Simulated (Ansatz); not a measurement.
A search over several starts for the lowest SCF solution of GeH4S2⁻, that is Ge(SH)2H2 with one electron more at the given spin, in a small basis.

```yaml
crystal:
  periodic: [false, false, false]
  atoms:
    - {symbol: Ge, position_ang: [-0.533717, 0.012543, -0.374549]}
    - {symbol: S, position_ang: [-0.582164, -0.040828, 1.863136]}
    - {symbol: H, position_ang: [0.146620, 1.093340, 1.991763]}
    - {symbol: S, position_ang: [1.554952, 0.017899, -1.180674]}
    - {symbol: H, position_ang: [1.887805, -1.140937, -0.563982]}
    - {symbol: H, position_ang: [-1.158467, 1.309933, -0.936654]}
    - {symbol: H, position_ang: [-1.315039, -1.251940, -0.799031]}
basis:
  gaussian: {orbitals: def2-SVP}
total_charge: -1
magnetization: {spin_polarized: true, initial_magnetization: 1}
hamiltonian: {xc: pbe0, dispersion: d4}
output: {orbitals: {seedname: orbitals}}
```

```sh
$ ansatz run in.yaml --threads 4 --pin off --events-out ev --progress --plain --max-ram 3916MiB
```

Output, abridged:

```
Functional definition: PBE0
842 factors; integrals over basis functions are off by at most 1.3e-3 eV
mean field evaluation 1: about -78224.4392 eV, gradient 1.2e1 eV
mean field evaluation 2: about -78224.5989 eV, gradient 1.2e1 eV
mean field evaluation 4: about -78225.0393 eV, gradient 3.8e-1 eV
mean field evaluation 8: about -78225.0950 eV, gradient 8.7e-2 eV
mean field evaluation 16: about -78225.0959 eV, gradient 4.9e-3 eV
mean field evaluation 32: about -78224.7676 eV, gradient 3.1e0 eV
mean field -78225.09592201 eV, -2874.7192522593 hartree, gradient 2.6e-5 eV, S^2 0.753547; 6 other end points of the search recorded, 0 dependent functions left out
reference -78225.09594500 eV, -2874.7192531043 hartree; 35, 34 occupied and 53, 54 virtual orbitals, 842 factors
Total energy: -78225.26602733 eV, -2874.7255035147 hartree
```

Hardware: 4 threads of Intel Xeon on a shared host. Wall time 10 s.

The highest occupied level of the charge -1 doublet lies above zero (up to 3.71 eV). By energy differences it is unbound by 0.50 eV (vertical, against the charge 0 singlet, at PBE0-D4/def2-TZVPD) and held by the finite basis.
